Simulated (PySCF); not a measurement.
Compound: C5H12NPSi2.
SMILES with atom numbers: `[CH:1]#[C:2][CH2:3][P:4]([CH:5]=[CH2:6])[N:7]([SiH3:8])[SiH3:9]` (hydrogens: H10 on C1; H11, H12 on C3; H13 on C5; H14, H15 on C6; H16, H17, H18 on Si8; H19, H20, H21 on Si9)

Cartesian coordinates in Å at the PBE0-D3(BJ)/def2-SVP level; atoms count from 1:
```
atom  x, y, z in Å
C1     3.7231   -1.0566    0.6764
C2     2.5318   -0.8836    0.8133
C3     1.1035   -0.6670    0.9300
P4     0.2859   -0.4122   -0.7355
C5     0.6793    1.3303   -1.0758
C6     1.6395    2.0757   -0.5193
N7    -1.3916   -0.2817   -0.2700
Si8   -2.3957   -1.5638   -0.9383
Si9   -2.0142    1.0796    0.6559
H10    4.7788   -1.2226    0.5668
H11    0.8821    0.1797    1.6016
H12    0.6142   -1.5599    1.3542
H13    0.0839    1.7499   -1.8976
H14    1.8280    3.0968   -0.8651
H15    2.2858    1.7014    0.2802
H16   -3.7858   -1.3614   -0.4330
H17   -2.4047   -1.5307   -2.4318
H18   -1.8979   -2.9039   -0.5020
H19   -2.1914    2.3048   -0.1812
H20   -3.3402    0.6872    1.2175
H21   -1.0852    1.4135    1.7758
```

Computed at PBE0/pcSseg-1 (PySCF, non-relativistic), with Q(14N) = 0.02044 b: N7, 14N (I = 1): χzz = -3.474 MHz, η = 0.435.

Task: Where would the pure quadrupole (NQR) lines of 14N at N7 fall for the rigid, isolated species?

Result: From ν± = (3/4)|χ|(1 ± η/3) and ν0 = |χ|η/2: ν+ 2.984 MHz, ν− 2.228 MHz, ν0 0.755 MHz (nitrogen bridging silicon atoms).

In a crystal, neighbours and librations shift these lines. The small basis limits the accuracy of the gradients.

One conformer stands for the species.
